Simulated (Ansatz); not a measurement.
`C=C[CH2][GeH3]` → propene + `[GeH2]` at 500 K and 1 bar (germylene formation by 1,1-elimination).

Computed with Ansatz on PBE0-D4/def2-TZVP structures; ΔE is electronic, products minus reactants. CCSD(T)/CBS is the MP2 limit (def2-TZVPP, def2-QZVPP) plus CCSD(T) − MP2 in def2-TZVPP, frozen cores. For Ge outer-core shells are correlated without core-valence functions, which leaves a few kJ/mol of doubt a bond. Scalar relativity is left out up to krypton. One conformer a species, not always the lowest.

```json
{"species": "`C=C[CH2][GeH3]`", "CCSD(T)/CBS energy (Eh)": "-2195.05349", "H − E (kJ/mol)": "289.8", "S (J/(mol·K))": "396.6"}
{"species": "`C=CC`", "CCSD(T)/CBS energy (Eh)": "-117.74610", "H − E (kJ/mol)": "238.4", "S (J/(mol·K))": "304.6"}
{"species": "`[GeH2]`", "CCSD(T)/CBS energy (Eh)": "-2077.24753", "H − E (kJ/mol)": "46.3", "S (J/(mol·K))": "239.7"}
```

H − E and S are ideal-gas, rigid-rotor, harmonic terms from PBE0-D4/def2-TZVP, for one conformer and one mirror image of each species. 1 Eh = 2625.50 kJ/mol, R = 8.31446 J/(mol·K).

Question: By hand: ΔE, ΔH, ΔS and ΔG.

Answer: ΔE = (-117.74610) + (-2077.24753) − (-2195.05349) = 0.05986 Eh = 157.2 kJ/mol. Δ(H − E) = 238.4 + 46.3 − 289.8 = -5.1, so ΔH = 152.1 kJ/mol. ΔS = 304.6 + 239.7 − 396.6 = 147.7 J/(mol·K). ΔG = 152.1 − 500 × (147.7)/1000 = 78.2 kJ/mol.

Question: By hand: the equilibrium constant, and the temperature at which ΔG would vanish if ΔH and ΔS stayed fixed.

Answer: log₁₀ K = −ΔG/(RT ln 10) = -8.2. ΔG = 0 at ΔH/ΔS = 1030 K.

The number of gas molecules changes by +1, which sets the sign of ΔS. A doubt of 5 kJ/mol in ΔE shifts log₁₀ K by 0.5 here. Other conformers and mirror images would add mixing entropy, several J/(mol·K) or more a flexible species. These are equilibria of isolated gas molecules and say nothing of rates. Largest T1 diagnostic: 0.012 (customary marks: 0.02 for closed shells, 0.045 for open ones).
